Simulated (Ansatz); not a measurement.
Species: C4H9O (charge 0, doublet). It need not be the lowest isomer of its formula. SMILES: OCC([CH2])C
Coordinates optimised at B3LYP-D3(BJ)/def2-TZVP (Ansatz, an electronic-structure program):
```xyz
14

C     -1.6272    -0.8747    -0.4395
C     -0.5735     0.0080     0.1269
C     -0.5365     1.3809    -0.5484
C      0.7890    -0.6817     0.0801
O      1.7196     0.1020     0.8221
H     -1.6222    -1.9399    -0.2472
H     -2.4831    -0.4570    -0.9512
H     -0.7846     0.1682     1.1982
H     -0.3195     1.2771    -1.6145
H      0.2322     2.0090    -0.1007
H     -1.4985     1.8866    -0.4483
H      0.7036    -1.6874     0.5096
H      1.1085    -0.7842    -0.9648
H      2.5958    -0.2835     0.7276
```
Charge 0, spin multiplicity 2.

Atomisation energy built up term by term with Ansatz (kcal/mol; UHF references for open shells; valence terms freeze the core; atomic spin-orbit terms are left out). CBS marks a two-point X^-3 extrapolation of the correlation energy; Hartree-Fock from the larger set.

| term | basis | kcal/mol |
|---|---|---|
| Hartree-Fock | cc-pVQZ | 961.45 |
| CCSD correlation | CBS(cc-pVTZ,cc-pVQZ) | 310.24 |
| (T) | CBS(cc-pVTZ,cc-pVQZ) | 17.84 |
| core correlation | cc-pwCVTZ | 4.73 |
| scalar relativity (X2C) | cc-pVTZ-DK against cc-pVTZ | -1.02 |
| sum: De |  | 1293.2 |

(T) makes 1.4 % of the CCSD(T) atomisation energy; under 5 % is typical of single-reference molecules.
